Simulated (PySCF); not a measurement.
**Computed properties of C2H5FO2Si, SMILES C=C[Si](O)(O)F**

Si(F)(vinyl)(OH)2 (C₂H₅FO₂Si), SMILES C=C[Si](O)(O)F. The structure is a stationary point at B3LYP-D3(BJ)/def2-SVP. One conformer was computed; it need not be the lowest. All values are computed for the isolated molecule unless a solvent is named; none is compared with measurement here.

**Structure.** All 27 harmonic modes at B3LYP-D3(BJ)/def2-SVP (PySCF) are real, so it is a minimum. With heavy atoms numbered as in [CH2:1]=[CH:2][Si:3]([OH:4])([OH:5])[F:6], the shortest bond between them is C1–C2 at 1.340 Å and the longest C2–Si3 at 1.844 Å.

**Vibrations.** The strongest infrared lines (harmonic, unscaled, degenerate partners summed) lie at 891 cm⁻¹ (224 km/mol, Si 39 %, H 28 %, F 23 %), 794 cm⁻¹ (189 km/mol, H 69 %, O 30 %), 983 cm⁻¹ (157 km/mol, Si 44 %, O 35 %, H 17 %). The softest mode is at 72 cm⁻¹ and the zero-point energy is 46.5 kcal/mol.

**Electronic structure.** CAM-B3LYP/def2-TZVP (PySCF) places the frontier levels at -9.66 and 0.46 eV, a gap of 10.12 eV, and gives a dipole moment of 1.29 D and a mean polarisability of 51.3 bohr³. PBE/def2-TZVP (PySCF) at the same geometry gives -7.15 and -1.73 eV, so its gap is 4.70 eV narrower. An orbital gap is neither the optical nor the fundamental gap.

**Excitations.** TDA-CAM-B3LYP/def2-SVPD (PySCF) has S1 at 7.02 eV (177 nm, f = 0.002, weak); the most intense of the 10 singlets computed lies at 7.87 eV (f = 0.54). T1 (TDA) is at 4.22 eV, 2.80 eV under S1. TDA-PBE/def2-SVPD (PySCF) puts S1 at 6.10 eV. No vertical singlet excitation falls in the visible range (under 3.1 eV).

**NMR.** GIAO shifts at PBE0/pcSseg-1 (PySCF) (non-relativistic, atoms alike by connectivity averaged): ¹³C from 137.7 to 151.3 ppm against TMS; ¹H from 2.3 to 6.7 ppm against TMS; ²⁹Si at -45.0 ppm against TMS; ¹⁹F at -142.8 ppm against CFCl3.

**Solvation.** SMD-B3LYP/def2-SVP (PySCF) gives -6.9 kcal/mol in water, -8.4 kcal/mol in 2-propanol, -5.2 kcal/mol in diethylether (1 M in both phases, gas-phase geometry); of these solvents 2-propanol holds the molecule best.
